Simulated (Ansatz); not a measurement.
H$_{2}$O$_{4}$W, charge -1, sextet, geometry from GFN2-xTB of the parent state (such geometries of metal compounds can be far from the true shape) (the multiplicity is a formal guess) (core potentials on W) (a gas-phase anion, which may not be bound at this level); HF/def2-SVP (Ansatz, a first-principles code).

Here is a job for Ansatz.
Ansatz 0.2 input:
```yaml
crystal:
  periodic: [false, false, false]
  atoms:
    - {symbol: W, position_ang: [0.12129397, 0.00052045, 0.01790949]}
    - {symbol: O, position_ang: [1.24988859, 0.00220105, -1.27391859]}
    - {symbol: O, position_ang: [0.82836272, 0.00671635, 1.58077987]}
    - {symbol: O, position_ang: [-1.32346865, -1.06762787, -0.99928424]}
    - {symbol: H, position_ang: [-0.98939515, -1.08854339, -1.90547988]}
    - {symbol: O, position_ang: [-1.56470651, 1.05523523, 0.57283479]}
    - {symbol: H, position_ang: [-1.50696793, 1.07783194, 1.53688289]}
basis:
  gaussian:
    orbitals: def2-SVP
hamiltonian:
  xc: hf
total_charge: -1
magnetization: {spin_polarized: true, initial_magnetization: 5}
```

**Question.** What does Ansatz print? Leave out banner, timings and long lists.

**Answer.** 
```
Functional definition: HF
933 factors; integrals over basis functions are off by at most 9.8e-4 eV
mean field evaluation 1: about -9968.0194 eV, gradient 2.4e1 eV
mean field evaluation 2: about -9968.3716 eV, gradient 2.5e1 eV
mean field evaluation 4: about -9972.9092 eV, gradient 5.1e0 eV
mean field evaluation 8: about -9973.6722 eV, gradient 7.9e-1 eV
mean field evaluation 16: about -9973.7871 eV, gradient 3.7e-2 eV
mean field evaluation 32: about -9974.3131 eV, gradient 2.9e0 eV
mean field evaluation 64: about -9973.9945 eV, gradient 4.7e-1 eV
mean field evaluation 96: about -9973.8011 eV, gradient 1.1e0 eV
mean field evaluation 128: about -9974.7413 eV, gradient 9.5e-1 eV
mean field evaluation 160: about -9974.7481 eV, gradient 4.6e-1 eV
mean field evaluation 192: about -9974.3534 eV, gradient 4.7e-1 eV
mean field evaluation 224: about -9974.6215 eV, gradient 8.5e-1 eV
mean field evaluation 256: about -9974.9133 eV, gradient 4.2e-1 eV
mean field evaluation 288: about -9975.1813 eV, gradient 8.2e-1 eV
mean field evaluation 320: about -9974.0482 eV, gradient 2.2e0 eV
mean field evaluation 352: about -9973.7920 eV, gradient 2.5e0 eV
mean field evaluation 384: about -9974.3852 eV, gradient 1.1e0 eV
mean field evaluation 416: about -9967.0508 eV, gradient 3.1e1 eV
mean field evaluation 448: about -9975.3811 eV, gradient 2.6e-1 eV
mean field evaluation 480: about -9975.0958 eV, gradient 7.6e-1 eV
mean field evaluation 512: about -9975.1979 eV, gradient 3.4e-1 eV
mean field evaluation 544: about -9973.0933 eV, gradient 9.5e-1 eV
mean field evaluation 576: about -9973.7872 eV, gradient 3.0e-3 eV
mean field evaluation 608: about -9973.8411 eV, gradient 1.7e0 eV
mean field evaluation 640: about -9958.9879 eV, gradient 3.1e1 eV
mean field evaluation 672: about -9959.6993 eV, gradient 3.8e1 eV
mean field -9975.45041834 eV, -366.5910412710 hartree, gradient 1.5e-6 eV, S^2 8.765874; 8 other end points of the search recorded, 0 dependent functions left out
reference -9975.45041834 eV, -366.5910412710 hartree; 27, 22 occupied and 71, 76 virtual orbitals, 933 factors
Total energy: -9975.45041834 eV, -366.5910412710 hartree
```
